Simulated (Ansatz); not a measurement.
`[OH][Al]([SiH3])[Br]` + CH₃OH → `C[O][Al]([OH])[Br]` + SiH₄ at 500 K and 1 bar (cleavage of the Al–Si bond).

Gas-phase electronic energies from Ansatz, PBE0-D4/def2-TZVP geometries. CCSD(T)/CBS is the MP2 limit (def2-TZVPP, def2-QZVPP) plus CCSD(T) − MP2 in def2-TZVPP, frozen cores. This one scheme is used for every species. For Br outer-core shells are correlated without core-valence functions, which leaves a few kJ/mol of doubt a bond. Scalar relativity is left out up to krypton. One conformer a species, not always the lowest.

```csv
species,CCSD(T)/CBS energy (Eh),H − E (kJ/mol),S (J/(mol·K))
`[OH][Al]([SiH3])[Br]`,-3182.11809,150.6,438.7
CH₃OH,-115.61712,157.0,265.4
`C[O][Al]([OH])[Br]`,-3006.31722,197.6,436.6
SiH₄,-291.46306,102.4,230.9
```

H − E and S are ideal-gas, rigid-rotor, harmonic terms from PBE0-D4/def2-TZVP, for one conformer and one mirror image of each species. 1 Eh = 2625.50 kJ/mol, R = 8.31446 J/(mol·K).

Problem. By hand: ΔE, ΔH, ΔS and ΔG.

Solution. ΔE = (-3006.31722) + (-291.46306) − (-3182.11809) − (-115.61712) = -0.04507 Eh = -118.3 kJ/mol. Δ(H − E) = 197.6 + 102.4 − 150.6 − 157.0 = -7.6, so ΔH = -125.9 kJ/mol. ΔS = 436.6 + 230.9 − 438.7 − 265.4 = -36.6 J/(mol·K). ΔG = -125.9 − 500 × (-36.6)/1000 = -107.6 kJ/mol.

Problem. By hand: the equilibrium constant, and the temperature at which ΔG would vanish if ΔH and ΔS stayed fixed.

Solution. log₁₀ K = −ΔG/(RT ln 10) = 11.2. ΔG = 0 at ΔH/ΔS = 3440 K, far beyond where these terms or the molecules hold.

ΔH outweighs TΔS. A doubt of 5 kJ/mol in ΔE shifts log₁₀ K by 0.5 here. Other conformers and mirror images would add mixing entropy, several J/(mol·K) or more a flexible species. Modes under 60 cm⁻¹, often nearly free rotors, make the harmonic entropy too high. These are equilibria of isolated gas molecules and say nothing of rates. Largest T1 diagnostic: 0.011 (customary marks: 0.02 for closed shells, 0.045 for open ones).
